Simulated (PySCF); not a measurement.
This PySCF input asks for the NMR shieldings of SMILES C[Si](C)(C)C, C₄H₁₂Si; the geometry comes from GFN2-xTB.

```python
import basis_set_exchange as bse
import numpy as np
from pyscf import gto, dft
from pyscf.prop import nmr

atoms = """
C    -0.406572   -1.213421   -1.419378
Si   -0.001168   -0.000673   -0.001754
C     0.008130    1.785545   -0.675355
C    -1.319794   -0.154927    1.370252
C     1.716091   -0.415535    0.721562
H    -1.379676   -1.003559   -1.853159
H    -0.418731   -2.241638   -1.070248
H     0.327027   -1.147965   -2.217335
H     0.242457    2.501867    0.106393
H    -0.958122    2.057909   -1.089187
H     0.746490    1.907664   -1.462097
H    -2.312057    0.075313    0.994143
H    -1.350945   -1.160472    1.779082
H    -1.116988    0.525824    2.191677
H     1.746276   -1.426357    1.117085
H     2.493128   -0.336762   -0.032799
H     1.977455    0.259220    1.531210
"""
names = dict.fromkeys(["C", "Si", "H"], "def2-SVP")
basis = {el: gto.basis.parse(bse.get_basis(n, elements=[el], fmt="nwchem")) for el, n in names.items()}
mol = gto.M(atom=atoms, basis=basis, charge=0, verbose=0)
mf = dft.RKS(mol, xc="BP86")
mf.grids.level = 2
mf.grids.alignment = dft.numint.BLKSIZE   # the property module wants whole blocks of grid points
mf.conv_tol = 1e-9
mf.kernel()

calc = nmr.RKS(mf)   # GIAO
sigma = calc.kernel()   # uncoupled for a functional without exact exchange
for i, s in enumerate(sigma):   # ppm
    w = np.linalg.eigvalsh((s + s.T) / 2)
    print("%2d %-2s iso %8.1f  s11 %8.1f  s22 %8.1f  s33 %8.1f" % (i, mol.atom_pure_symbol(i), w.mean(), *w))
```

Problem. What are the results?

Solution. 
```
 0 C  iso    192.0  s11    189.1  s22    189.1  s33    197.7
 1 Si iso    391.0  s11    390.8  s22    391.0  s33    391.3
 2 C  iso    191.9  s11    189.0  s22    189.1  s33    197.7
 3 C  iso    191.9  s11    189.0  s22    189.1  s33    197.7
 4 C  iso    191.9  s11    189.0  s22    189.1  s33    197.7
 5 H  iso     31.7  s11     27.9  s22     29.2  s33     38.2
 6 H  iso     31.7  s11     27.9  s22     29.2  s33     38.2
 7 H  iso     31.7  s11     27.9  s22     29.2  s33     38.2
 8 H  iso     31.7  s11     27.9  s22     29.2  s33     38.2
 9 H  iso     31.7  s11     27.9  s22     29.2  s33     38.2
10 H  iso     31.7  s11     27.9  s22     29.2  s33     38.2
11 H  iso     31.7  s11     27.9  s22     29.2  s33     38.2
12 H  iso     31.7  s11     27.9  s22     29.2  s33     38.2
13 H  iso     31.7  s11     27.9  s22     29.2  s33     38.2
14 H  iso     31.7  s11     27.9  s22     29.2  s33     38.2
15 H  iso     31.7  s11     27.9  s22     29.2  s33     38.2
16 H  iso     31.7  s11     27.9  s22     29.2  s33     38.2
```

These numbers come from an equivalent density-fitted implementation of the same equations, which agrees with the script to about 0.01 ppm for H and up to a few tenths of a ppm for heavy atoms, so last digits may differ.

Size and cost of the density-fitted run: 134 basis functions, about 11 core-seconds.
